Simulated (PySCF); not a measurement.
Isomers of C7H10NP, one conformer each; single-point electronic energies without zero-point terms and without any empirical dispersion term.

Computed with PySCF at PBE0/pcSseg-1, non-relativistic, each on one gas-phase PBE0-D3(BJ)/def2-SVP geometry that isn't relaxed in the solvent. The solvent is an IEF-PCM continuum (Bondi radii, 1.10 Å for H, scaled by 1.2). The model holds no explicit solvent molecules, cavitation or dispersion.

| isomer | relative energy, gas (kJ/mol) | dipole (D) |
| --- | --- | --- |
| `c1ccc(nc1)P(C)C` | 0.0 | 1.99 |
| `Cc1cn(C2CC2)cp1` | 84.4 | 3.74 |

Task: How do the relative energies look in chloroform (ε = 4.711)?

Result: 
```json
{"isomer": "`c1ccc(nc1)P(C)C`", "relative energy, solvent (kJ/mol)": "0.0", "E(solvent) − E(gas) (kJ/mol)": "-16.4", "dipole in solvent (D)": "2.56"}
{"isomer": "`Cc1cn(C2CC2)cp1`", "relative energy, solvent (kJ/mol)": "84.9", "E(solvent) − E(gas) (kJ/mol)": "-15.9", "dipole in solvent (D)": "4.75"}
```

The order is unchanged. Conformers: `[CH3:1][P:2]([CH3:3])[c:4]1[cH:5][cH:6][cH:7][cH:8][n:9]1` with C1–P2–C4–C5 -71°; `[CH3:1][c:2]1[cH:3][n:4]([CH:5]2[CH2:6][CH2:7]2)[cH:8][p:9]1` with C3–N4–C5–C6 130°. `c1ccc(nc1)P(C)C` gains most from the continuum, while `Cc1cn(C2CC2)cp1` has the largest gas-phase dipole. The gains span 0.5 kJ/mol, the gas-phase energies 84.4 kJ/mol.
